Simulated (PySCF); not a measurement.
Species: C2H5NO2Si.
SMILES with atom numbers: `[O:1]=[CH:2]/[CH:3]=[N:4]\[SiH2:5][OH:6]` (hydrogens: H7 on C2; H8 on C3; H9, H10 on Si5; H11 on O6)

Jobs on this species (11 atoms, 54 electrons) with PySCF (density fitting). Hardware of each: Arm Neoverse V1, one thread (shared host). The host was shared with other jobs, so the times are rough. Peak memory is the resident size of the whole Python process, interpreter and libraries included.

| level and settings | work | basis functions | SCF cycles | wall time | peak memory |
| --- | --- | --- | --- | --- | --- |
| CAM-B3LYP/pcSseg-2 | shieldings | 293 | ? | ? | ? |
| LC-wPBE/def2-SVPD | 10 singlets by full TDDFT, 4 Tamm–Dancoff triplets, polarisability, ΔSCF ions | 170 | ? | ? | ? |
| PBE0/cc-pVTZ | shieldings, charges and field gradients | 254 | ? | ? | ? |
| WP04/pcSseg-2 | shieldings | 293 | 16 | 49 s | 1.3 GiB |
| KT3/pcSseg-2 | shieldings | 293 | 18 | 61 s | 0.93 GiB |
| B3LYP/pcSseg-2 | shieldings | 293 | 15 | 57 s | 1.3 GiB |
| PBE0/def2-TZVP | shieldings, charges and field gradients | 222 | 15 | 29 s | 1.0 GiB |
| PBE/pcSseg-2 | shieldings | 293 | 18 | 58 s | 0.89 GiB |
| BLYP/pcSseg-2 | shieldings | 293 | 17 | 56 s | 0.88 GiB |

Problem. Fill in the missing figures.

Solution. 
- CAM-B3LYP/pcSseg-2; shieldings: 63 s, 1.3 GiB, 14 SCF cycles
- LC-wPBE/def2-SVPD; 10 singlets by full TDDFT, 4 Tamm–Dancoff triplets, polarisability, ΔSCF ions: 2.2 min, 0.80 GiB, 15 SCF cycles
- PBE0/cc-pVTZ; shieldings, charges and field gradients: 36 s, 0.99 GiB, 15 SCF cycles

Problem. What do all jobs in the table cost together?

Solution. About 9.0 min; the longest takes about 24 % of that, and about 4.6 times as long as the shortest.
